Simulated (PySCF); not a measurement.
**Checking a proposed structure**

A compound C₇H₁₁ClSi₂ gives the data below (simulated from a calculation) and was assigned the structure `CC#C[C@H]1[SiH2][SiH2]CC=C1Cl`.

13C{1H} NMR (computed): δ 135.0 (C), 125.8 (CH2), 102.8 (C), 85.9 (C), 27.1 (CH3), 9.1 (CH), 1.5 (CH).

1H NMR (300 MHz, computed): δ 5.54 (m, 1H), 5.39 (m, 1H), 5.37 (m, 1H), 4.66 (m, 1H), 3.11 (m, 1H), 3.01 (m, 1H), 1.96 (s, 3H), 1.48 (m, 1H), 0.66 (m, 1H).

Computational details: PBE0/pcSseg-1 with gauge-including orbitals, GFN2-xTB structure, in PySCF (isolated molecule, single conformer, averaged over atoms made equivalent by symmetry, fast rotation or ring inversion, no relativistic terms).

δ = σ(ref) − σ, references computed at the same level: TMS for 1H, 13C.

Q: Compare with the shifts computed for the proposed structure, pairing carbons in order of shift.

A: Atom-mapped SMILES (the numbers label the heavy atoms): `[CH3:1][C:2]#[C:3][C@H:4]1[SiH2:5][SiH2:6][CH2:7][CH:8]=[C:9]1[Cl:10]` (H(Xn): hydrogen on atom n).

```
atom  computed for proposal  given list  difference
  C9                  141.3       135.0        +6.3
  C8                  133.5       125.8        +7.7
  C2                   87.2       102.8       -15.6
  C3                   82.0        85.9        -3.9
  C4                   24.8        27.1        -2.3
  C7                   12.5         9.1        +3.4
  C1                    4.7         1.5        +3.2
```

The rms difference is 7.4 ppm and the largest -15.6 ppm at C2 (alkyne carbon). The carbon types in order of shift don't match either: C, CH, C, C, CH, CH2, CH3 for the proposal against C, CH2, C, C, CH3, CH, CH in the data. The proposal doesn't fit.

Q: Which isomer fits?

A: SMILES C=C(C)C#C[C@@H]1[SiH2][C@H]1[SiH2]Cl.

1. Carbon types of the structure: 3 × C, 2 × CH, 1 × CH2, 1 × CH3, leaving 4 H on heteroatoms.
2. δC 135.0: fully substituted alkene carbon; the olefinic region.
3. δC 125.8: terminal =CH2 carbon; as expected for a trigonal carbon in a double bond.
4. δC 102.8, 85.9: alkyne carbon; sp carbons lie upfield of alkene carbons because the cylindrical π system leaves one tensor component strongly shielded.
5. δH 1.96: hydrogen on an allylic methyl carbon; allylic position.

Other isomers checked: C#C[Si@@H](C#C[SiH2]Cl)C(C)C (rms 11.2 ppm); C#C[SiH2][C@@]1(Cl)[C@@H]2C[SiH2][C@H]1C2 (rms 29.7 ppm).

This is the structure that produced the data.

Shifts are as computed. Against solution values, carbons near 30 ppm lie about +3 ppm off and those near 130 ppm about +5 ppm. Of 1309 compounds with measured shifts, 239 miss one by over three times the rms of a fit or turn the order of signals round; such compounds aren't used in these exercises. No couplings were computed; multiplicities are counted from neighbouring protons, with m where these are inequivalent, close in shift, in a saturated or five-membered ring or joined by F or P, and br s for small geminal =CH2 splittings.
